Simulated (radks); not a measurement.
The mean radii <r> (bohr) of the occupied orbitals of an atom or ion are listed with their occupations. Method: non-relativistic Kohn-Sham, TPSS, spin-polarised, spherical densities, point nucleus; meta-GGA in the generalised Kohn-Sham scheme; computed with a radial shooting solver on a logarithmic mesh with Libxc functionals.

orbital  occ.      <r>
1s up       1  0.01889
1s down     1  0.01889
2s up       1  0.07759
2s down     1  0.07770
2p up       3  0.06535
2p down     1  0.06545

Name the element and its charge. Open shells, if any, are filled with parallel spins first.

Answer. Z = 80, mercury, charge +72: Hg72+ in [He] 2s2 2p4. The 1s radius gives Z: for a bare nucleus <r> = 1.5/Z, 0.01875 bohr for Z = 80, and screening makes it slightly larger (0.01889 here). The occupations add up to 8, and the charge is Z minus that.
